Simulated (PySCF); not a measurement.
Excitations are Tamm–Dancoff values on a coarser integration grid. The basis has no diffuse functions, so Rydberg states are missing or too high.

BBr₃, SMILES `B(Br)(Br)Br` (charge 0, multiplicity 1)

These are PBE-D3(BJ)/def2-TZVP run with PySCF values and carry that method's errors.

```
Property                                                             Result
-------------------------------------------  ------------------------------
HOMO                                                               -7.03 eV
dipole moment                                                        0.00 D
LUMO                                                               -2.96 eV
HOMO–LUMO gap                                                       4.07 eV
S1 excitation (TDA)                                                 4.14 eV
S1 oscillator strength                                                0.000
brightest of the four lowest singlets (TDA)                         5.53 eV
T1 excitation (TDA)                                                 3.98 eV
S1–T1 gap (TDA)                                                     0.16 eV
total energy                                                  -7746.2377 Ha
cost                                         around 50 core-seconds (rough)
```

```xyz
4

Br     1.8645    -0.4081    -0.0013
B      0.0000     0.0000     0.0000
Br    -0.5788     1.8188     0.0003
Br    -1.2857    -1.4107     0.0010
```
